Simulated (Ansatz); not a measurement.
Reaction (substitution at a C–O bond): `CON` + `[OH][Sb]([F])[F]` → `C[O][Sb]([F])[F]` + `NO`

Gas-phase electronic energies from Ansatz, PBE0-D4/def2-TZVP geometries. CCSD(T)/CBS adds triple-zeta CCSD(T) − MP2 to the extrapolated MP2 energy (def2 sets, frozen cores). This one scheme is used for every species. Functionals use def2-TZVPP. B3LYP here is the variant with VWN-RPA as its local correlation; programs differ in this. HSE06 is defined as in plane-wave codes. def2 core potentials past Kr. For Sb outer-core shells are correlated without core-valence functions, which leaves a few kJ/mol of doubt a bond. Each species was taken in one conformer, which may not be the lowest.

Question: Is it downhill or uphill in electronic energy at CCSD(T)/CBS, and by how much? (Estimate.)

Answer: The calculation gave: Uphill: ΔE = +12.6 kJ/mol.

Question: What do these levels give: r2SCAN-D4, BHLYP-D4, B2PLYP, revPBE, PBE0, B3LYP, HSE06, CAM-B3LYP, LC-ωPBE, HF/def2-TZVPP, SCS-MP2/def2-TZVPP, CCSD(T)/def2-TZVPP? (Estimate.)

Answer: Computed: r2SCAN-D4 16.0, BHLYP-D4 13.0, B2PLYP 15.4, revPBE 16.8, PBE0 16.6, B3LYP 16.6, HSE06 16.6, CAM-B3LYP 16.9, LC-ωPBE 15.7, HF/def2-TZVPP 16.5, SCS-MP2/def2-TZVPP 13.9, CCSD(T)/def2-TZVPP 13.5 kJ/mol.

Largest T1 diagnostic among the species: 0.015.

Leaving LDA and LC-ωPBE aside and taking each functional with its dispersion term where it has one, the values, not all of them listed here, spread over 4.4 kJ/mol, from BLYP-D4 to B97M-V. The D4 term adds −3.6 kJ/mol with B3LYP and −2.0 kJ/mol with PBE0; it sums over pairs of atoms, weighted by their polarisabilities, and B3LYP, whose exchange is more repulsive, gets the larger term.
